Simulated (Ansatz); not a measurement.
Ansatz (an electronic-structure program) input file for B(CCH)(F)(Me) (C₃H₄BF), SMILES B(F)(C#C)C, PBE-D3(BJ)/def2-SVP. 

Ansatz 0.2 input:
```yaml
crystal:
  periodic: [false, false, false]
  atoms:
    - {symbol: B, position_ang: [0.36337447, 0.21452369, 0.05074732]}
    - {symbol: C, position_ang: [-1.01346273, -0.34832818, -0.25214472]}
    - {symbol: C, position_ang: [-2.10058162, -0.81166868, -0.48311845]}
    - {symbol: H, position_ang: [-3.05146147, -1.21466420, -0.68352208]}
    - {symbol: F, position_ang: [0.66947097, 1.41492244, -0.42216093]}
    - {symbol: C, position_ang: [1.44700966, -0.56565620, 0.89292953]}
    - {symbol: H, position_ang: [1.83156515, 0.05962690, 1.69696746]}
    - {symbol: H, position_ang: [2.30251619, -0.80698127, 0.26271957]}
    - {symbol: H, position_ang: [1.07747706, -1.49098364, 1.32354856]}
basis:
  gaussian:
    orbitals: def2-SVP
hamiltonian:
  xc: pbe
  dispersion: d3bj
relax: {f_tol: 0.002, max_steps: 200}
```

Program output:

```
WARN ansatz: RAYON_NUM_THREADS=1 ignored (pool sized by the plan → 1); use --threads N
Functional definition: PBE
integrals: 0.03 GiB planned
1008 factors; their error is unknown
mean field: 0.21 GiB planned
mean field evaluation 1: about -6546.3475 eV, gradient 6.3e1 eV
mean field evaluation 2: about -6539.3745 eV, gradient 7.9e1 eV
mean field evaluation 4: about -6556.1259 eV, gradient 1.2e1 eV
mean field evaluation 8: about -6556.4853 eV, gradient 1.8e-1 eV
mean field evaluation 16: about -6556.4507 eV, gradient 6.8e-5 eV
mean field -6556.45067914 eV, -240.9451183365 hartree, gradient 6.8e-5 eV, S^2 0.000000; 0 other end points of the search recorded, 0 dependent functions left out
the calculation of the forces begins
reference -6556.45071144 eV, -240.9451195234 hartree; 18, 18 occupied and 72, 72 virtual orbitals, 1008 factors
relax step   1: F+E_penalty+E_count = -6556.59504228 eV  Δ(F+E_penalty+E_count) = +0.000e0 eV  max|allowed force component| = 1.819e0 eV/Å  Δτ_max = 0.0000 Å  (26 SCF iters, accepted)
these checks for a lower state are left out or cut short: starts, cluster_reference, orbital_swaps, neighbouring_geometries, increment
integrals: 0.03 GiB planned
1008 factors; their error is unknown
mean field: 0.21 GiB planned
mean field -6556.53643935 eV, -240.9482699659 hartree, gradient 1.1e-5 eV, S^2 0.000000; 0 other end points of the search recorded, 0 dependent functions left out
the calculation of the forces begins
reference -6556.53647189 eV, -240.9482711620 hartree; 18, 18 occupied and 72, 72 virtual orbitals, 1008 factors
relax step   2: F+E_penalty+E_count = -6556.67975795 eV  Δ(F+E_penalty+E_count) = -8.472e-2 eV  max|allowed force component| = 3.422e-1 eV/Å  Δτ_max = 0.0506 Å  (31 SCF iters, accepted)
these checks for a lower state are left out or cut short: starts, cluster_reference, orbital_swaps, neighbouring_geometries, increment
integrals: 0.03 GiB planned
1008 factors; their error is unknown
mean field: 0.21 GiB planned
mean field -6556.54202209 eV, -240.9484751281 hartree, gradient 1.2e-5 eV, S^2 0.000000; 0 other end points of the search recorded, 0 dependent functions left out
the calculation of the forces begins
reference -6556.54205468 eV, -240.9484763258 hartree; 18, 18 occupied and 72, 72 virtual orbitals, 1008 factors
relax step   3: F+E_penalty+E_count = -6556.68506467 eV  Δ(F+E_penalty+E_count) = -5.307e-3 eV  max|allowed force component| = 1.180e-1 eV/Å  Δτ_max = 0.0117 Å  (31 SCF iters, accepted)
these checks for a lower state are left out or cut short: starts, cluster_reference, orbital_swaps, neighbouring_geometries, increment
integrals: 0.03 GiB planned
1008 factors; their error is unknown
mean field: 0.21 GiB planned
mean field evaluation 32: about -6556.5782 eV, gradient 1.1e-1 eV
mean field -6556.54202198 eV, -240.9484751241 hartree, gradient 1.7e-5 eV, S^2 0.000000; 0 other end points of the search recorded, 0 dependent functions left out
the calculation of the forces begins
reference -6556.54205458 eV, -240.9484763218 hartree; 18, 18 occupied and 72, 72 virtual orbitals, 1008 factors
relax step   4: F+E_penalty+E_count = -6556.68506481 eV  Δ(F+E_penalty+E_count) = -1.344e-7 eV  max|allowed force component| = 1.180e-1 eV/Å  Δτ_max = 0.0001 Å  (17 SCF iters, accepted)
these checks for a lower state are left out or cut short: starts, cluster_reference, orbital_swaps, neighbouring_geometries, increment
integrals: 0.03 GiB planned
1008 factors; their error is unknown
mean field: 0.21 GiB planned
mean field -6556.54057310 eV, -240.9484218786 hartree, gradient 1.1e-5 eV, S^2 0.000000; 0 other end points of the search recorded, 0 dependent functions left out
the calculation of the forces begins
reference -6556.54060573 eV, -240.9484230777 hartree; 18, 18 occupied and 72, 72 virtual orbitals, 1008 factors
relax step   5: F+E_penalty+E_count = -6556.68354217 eV  Δ(F+E_penalty+E_count) = +1.523e-3 eV  max|allowed force component| = 2.028e-1 eV/Å  Δτ_max = 0.0253 Å  (29 SCF iters, rejected (line search))
these checks for a lower state are left out or cut short: starts, cluster_reference, orbital_swaps, neighbouring_geometries, increment
integrals: 0.03 GiB planned
1008 factors; their error is unknown
mean field: 0.21 GiB planned
mean field -6556.54257841 eV, -240.9484955725 hartree, gradient 1.2e-5 eV, S^2 0.000000; 0 other end points of the search recorded, 0 dependent functions left out
the calculation of the forces begins
reference -6556.54261102 eV, -240.9484967709 hartree; 18, 18 occupied and 72, 72 virtual orbitals, 1008 factors
[...]
integrals: 0.03 GiB planned
1008 factors; their error is unknown
mean field: 0.21 GiB planned
mean field -6556.54654032 eV, -240.9486411699 hartree, gradient 8.7e-6 eV, S^2 0.000000; 0 other end points of the search recorded, 0 dependent functions left out
the calculation of the forces begins
reference -6556.54657342 eV, -240.9486423862 hartree; 18, 18 occupied and 72, 72 virtual orbitals, 1008 factors
relax step  34: F+E_penalty+E_count = -6556.69015488 eV  Δ(F+E_penalty+E_count) = -4.471e-6 eV  max|allowed force component| = 5.679e-3 eV/Å  Δτ_max = 0.0019 Å  (23 SCF iters, accepted)
these checks for a lower state are left out or cut short: starts, cluster_reference, orbital_swaps, neighbouring_geometries, increment
integrals: 0.03 GiB planned
1008 factors; their error is unknown
mean field: 0.21 GiB planned
mean field -6556.54652531 eV, -240.9486406183 hartree, gradient 1.2e-5 eV, S^2 0.000000; 0 other end points of the search recorded, 0 dependent functions left out
the calculation of the forces begins
reference -6556.54655841 eV, -240.9486418345 hartree; 18, 18 occupied and 72, 72 virtual orbitals, 1008 factors
relax step  35: F+E_penalty+E_count = -6556.69015727 eV  Δ(F+E_penalty+E_count) = -2.383e-6 eV  max|allowed force component| = 9.557e-3 eV/Å  Δτ_max = 0.0069 Å  (31 SCF iters, accepted)
these checks for a lower state are left out or cut short: starts, cluster_reference, orbital_swaps, neighbouring_geometries, increment
integrals: 0.03 GiB planned
1008 factors; their error is unknown
mean field: 0.21 GiB planned
mean field evaluation 256: about -6556.5465 eV, gradient 6.9e-6 eV
mean field -6556.54653821 eV, -240.9486410923 hartree, gradient 6.9e-6 eV, S^2 0.000000; 0 other end points of the search recorded, 0 dependent functions left out
the calculation of the forces begins
reference -6556.54657130 eV, -240.9486423085 hartree; 18, 18 occupied and 72, 72 virtual orbitals, 1008 factors
relax step  36: F+E_penalty+E_count = -6556.69016217 eV  Δ(F+E_penalty+E_count) = -4.906e-6 eV  max|allowed force component| = 4.366e-3 eV/Å  Δτ_max = 0.0017 Å  (24 SCF iters, accepted)
these checks for a lower state are left out or cut short: starts, cluster_reference, orbital_swaps, neighbouring_geometries, increment
integrals: 0.03 GiB planned
1008 factors; their error is unknown
mean field: 0.21 GiB planned
mean field -6556.54654339 eV, -240.9486412826 hartree, gradient 9.2e-6 eV, S^2 0.000000; 0 other end points of the search recorded, 0 dependent functions left out
the calculation of the forces begins
reference -6556.54657648 eV, -240.9486424988 hartree; 18, 18 occupied and 72, 72 virtual orbitals, 1008 factors
relax step  37: F+E_penalty+E_count = -6556.69016488 eV  Δ(F+E_penalty+E_count) = -2.710e-6 eV  max|allowed force component| = 1.227e-3 eV/Å  Δτ_max = 0.0022 Å  (23 SCF iters, accepted)
these checks for a lower state are left out or cut short: starts, cluster_reference, orbital_swaps, neighbouring_geometries, increment
integrals: 0.03 GiB planned
1008 factors; their error is unknown
mean field: 0.21 GiB planned
mean field -6556.54654414 eV, -240.9486413103 hartree, gradient 2.1e-5 eV, S^2 0.000000; 0 other end points of the search recorded, 0 dependent functions left out
the calculation of the forces begins
reference -6556.54657723 eV, -240.9486425264 hartree; 18, 18 occupied and 72, 72 virtual orbitals, 1008 factors
relax step  38: F+E_penalty+E_count = -6556.69016622 eV  Δ(F+E_penalty+E_count) = -1.339e-6 eV  max|allowed force component| = 2.175e-3 eV/Å  Δτ_max = 0.0034 Å  (22 SCF iters, accepted)
these checks for a lower state are left out or cut short: starts, cluster_reference, orbital_swaps, neighbouring_geometries, increment
integrals: 0.03 GiB planned
1008 factors; their error is unknown
mean field: 0.21 GiB planned
mean field -6556.54654368 eV, -240.9486412933 hartree, gradient 1.8e-5 eV, S^2 0.000000; 0 other end points of the search recorded, 0 dependent functions left out
the calculation of the forces begins
reference -6556.54657677 eV, -240.9486425094 hartree; 18, 18 occupied and 72, 72 virtual orbitals, 1008 factors
relax step  39: F+E_penalty+E_count = -6556.69016694 eV  Δ(F+E_penalty+E_count) = -7.134e-7 eV  max|allowed force component| = 2.083e-3 eV/Å  Δτ_max = 0.0031 Å  (23 SCF iters, accepted)
these checks for a lower state are left out or cut short: starts, cluster_reference, orbital_swaps, neighbouring_geometries, increment
integrals: 0.03 GiB planned
1008 factors; their error is unknown
mean field: 0.21 GiB planned
mean field -6556.54653990 eV, -240.9486411544 hartree, gradient 1.6e-5 eV, S^2 0.000000; 0 other end points of the search recorded, 0 dependent functions left out
the calculation of the forces begins
reference -6556.54657299 eV, -240.9486423704 hartree; 18, 18 occupied and 72, 72 virtual orbitals, 1008 factors
relax step  40: F+E_penalty+E_count = -6556.69016734 eV  Δ(F+E_penalty+E_count) = -4.030e-7 eV  max|allowed force component| = 2.129e-3 eV/Å  Δτ_max = 0.0048 Å  (24 SCF iters, accepted)
these checks for a lower state are left out or cut short: starts, cluster_reference, orbital_swaps, neighbouring_geometries, increment
integrals: 0.03 GiB planned
1008 factors; their error is unknown
mean field: 0.21 GiB planned
mean field -6556.54653861 eV, -240.9486411072 hartree, gradient 1.8e-5 eV, S^2 0.000000; 0 other end points of the search recorded, 0 dependent functions left out
the calculation of the forces begins
reference -6556.54657170 eV, -240.9486423231 hartree; 18, 18 occupied and 72, 72 virtual orbitals, 1008 factors
relax step  41: F+E_penalty+E_count = -6556.69016690 eV  Δ(F+E_penalty+E_count) = +4.366e-7 eV  max|allowed force component| = 4.662e-3 eV/Å  Δτ_max = 0.0046 Å  (24 SCF iters, rejected (line search))
these checks for a lower state are left out or cut short: starts, cluster_reference, orbital_swaps, neighbouring_geometries, increment
integrals: 0.03 GiB planned
1008 factors; their error is unknown
mean field: 0.21 GiB planned
mean field evaluation 288: about -6556.5465 eV, gradient 7.8e-2 eV
mean field -6556.54654148 eV, -240.9486412126 hartree, gradient 9.3e-6 eV, S^2 0.000000; 0 other end points of the search recorded, 0 dependent functions left out
the calculation of the forces begins
reference -6556.54657457 eV, -240.9486424285 hartree; 18, 18 occupied and 72, 72 virtual orbitals, 1008 factors
relax step  42: F+E_penalty+E_count = -6556.69016812 eV  Δ(F+E_penalty+E_count) = -7.776e-7 eV  max|allowed force component| = 1.708e-3 eV/Å  Δτ_max = 0.0016 Å  (23 SCF iters, accepted)
integrals: 0.03 GiB planned
1008 factors; their error is unknown
mean field: 0.21 GiB planned
mean field -6556.54654148 eV, -240.9486412126 hartree, gradient 9.3e-6 eV, S^2 0.000000; 1 other end points of the search recorded, 0 dependent functions left out
the calculation of the forces begins
reference -6556.54657457 eV, -240.9486424285 hartree; 18, 18 occupied and 72, 72 virtual orbitals, 1008 factors
Total energy: -6556.69020120 eV, -240.9539206100 hartree
Atom 0 at     0.337993     0.285961     0.178497 Å, force    -0.000652     0.000508     0.000783 eV/Å
Atom 1 at    -0.995280    -0.337174    -0.268509 Å, force     0.000461    -0.001135     0.000220 eV/Å
Atom 2 at    -2.046699    -0.877441    -0.605734 Å, force     0.000008     0.001708    -0.001278 eV/Å
Atom 3 at    -2.976333    -1.342583    -0.907666 Å, force     0.000041    -0.000765     0.000814 eV/Å
Atom 4 at     0.534970     1.586232    -0.097577 Å, force     0.000036    -0.000168    -0.000186 eV/Å
Atom 5 at     1.456928    -0.538998     0.902811 Å, force     0.000541    -0.000207    -0.000328 eV/Å
Atom 6 at     2.260066     0.096479     1.323519 Å, force    -0.000183    -0.000111    -0.000080 eV/Å
Atom 7 at     1.917103    -1.232455     0.163279 Å, force    -0.000114     0.000033     0.000194 eV/Å
Atom 8 at     1.037161    -1.189230     1.697347 Å, force    -0.000138     0.000138    -0.000139 eV/Å
Dipole moment:    -0.059896    -0.306985     0.041456 e Å
```

The run converged.

Cost: about 50 core-seconds (a rough figure).
